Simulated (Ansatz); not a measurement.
`B[CH2][GeH2][SeH]` + `N=CO` → `BOC=N` + `[CH3][GeH2][SeH]`  (ligand exchange at a B–C bond)

Program: Ansatz. Geometries: PBE0-D4/def2-TZVP. ΔE: electronic, gas phase. CBS: MP2 limit from def2 TZ/QZ plus the TZ coupled-cluster correction, frozen cores. This one scheme is used for every species. Functionals use def2-TZVPP. For Ge, Se outer-core shells are correlated without core-valence functions, which leaves a few kJ/mol of doubt a bond. Scalar relativity is left out up to krypton. One conformer a species, not always the lowest.

`B[CH2][GeH2][SeH]`:

Z-matrix (Å, degrees):
```
C
Ge 1 1.982
B 1 1.531 2 103.8
H 1 1.093 2 103.0 3 121.3
H 1 1.092 2 104.6 3 -122.6
Se 2 2.360 1 106.9 3 54.3
H 2 1.539 1 109.0 3 172.9
H 2 1.538 1 110.9 3 -66.0
H 3 1.198 1 120.6 2 -90.4
H 3 1.198 1 120.5 2 85.4
H 6 1.469 2 92.9 1 172.8
```

`N=CO`:

```xyz
6

N    -0.423   -0.899    0.297
C     0.298    0.074   -0.043
O    -0.220    1.265   -0.360
H     0.138   -1.720    0.501
H     1.386    0.097   -0.127
H    -1.180    1.183   -0.267
```

`BOC=N`:

```xyz
8

B     1.299   -0.488   -0.553
O     0.746    0.425    0.291
C    -0.578    0.462    0.580
N    -1.451    0.256   -0.293
H     0.659   -1.422   -0.931
H     2.446   -0.306   -0.828
H    -0.739    0.728    1.627
H    -2.382    0.344    0.106
```

`[CH3][GeH2][SeH]`:

Cartesian coordinates in Å:
```
C -0.730 0.804 0.657
Ge 0.832 -0.065 -0.119
Se 0.327 -2.284 -0.756
H -1.531 0.859 -0.080
H -1.080 0.233 1.517
H -0.475 1.816 0.977
H 1.966 -0.225 0.908
H 1.345 0.712 -1.345
H -0.654 -1.851 -1.760
```

CCSD(T)/CBS gives -91.4 kJ/mol.

Q: Another level gave -89.6 kJ/mol. Which?
A. CAM-B3LYP/def2-TZVPP
B. r2SCAN0/def2-TZVPP
C. BHLYP-D4/def2-TZVPP
D. PBE-D4/def2-TZVPP

A: B. r2SCAN0 -89.6, CAM-B3LYP -101.6, PBE-D4 -82.9, BHLYP-D4 -97.1 kJ/mol.

Largest T1 diagnostic among the species: 0.015.

In def2-TZVPP, CCSD(T) changes the Hartree–Fock value by +14.3 kJ/mol (the triples alone add +1.7 kJ/mol) and MP2 by +17.3 kJ/mol. The D4 term adds +4.6 kJ/mol with B3LYP and +2.5 kJ/mol with PBE0; it sums over pairs of atoms, weighted by their polarisabilities, and B3LYP, whose exchange is more repulsive, gets the larger term. Leaving LDA and LC-ωPBE aside and taking each functional with its dispersion term where it has one, the values, not all of them listed here, spread over 17.4 kJ/mol, from CAM-B3LYP-D4 to revPBE-D4.

B3LYP here is the variant with VWN-RPA as its local correlation; programs differ in this.
